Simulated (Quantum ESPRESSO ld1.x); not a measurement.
Q: Se2+, configuration [Ar] 3d10 4s2 4p2 (the NIST ground configuration). Calculated with ld1.x of Quantum ESPRESSO 7.5: Dirac Kohn-Sham, PBE, spin-unpolarised, spherical densities, point nucleus; open shells fill j = l - 1/2 first. Some entries of the table are withheld. Estimate them.

orbital,occ.,eigenvalue (Ry),r(max) (bohr)
1s1/2,2,-920.4894,0.029
2s1/2,2,-119.7403,0.164
2p1/2,2,-107.5900,0.130
2p3/2,4,-104.5204,0.132
3s1/2,2,-17.3435,0.503
3p1/2,2,(1),0.495
3p3/2,4,(2),0.503
3d3/2,4,-5.5953,0.450
3d5/2,6,-5.5293,0.454
4s1/2,2,-2.7569,(3)
4p1/2,2,(4),1.67
4p3/2,0,(5),1.70

A: 
(1) 3p1/2 eigenvalue (Ry): -13.1879
(2) 3p3/2 eigenvalue (Ry): -12.7560
(3) 4s1/2 r(max) (bohr): 1.47
(4) 4p1/2 eigenvalue (Ry): -1.8895
(5) 4p3/2 eigenvalue (Ry): -1.8518
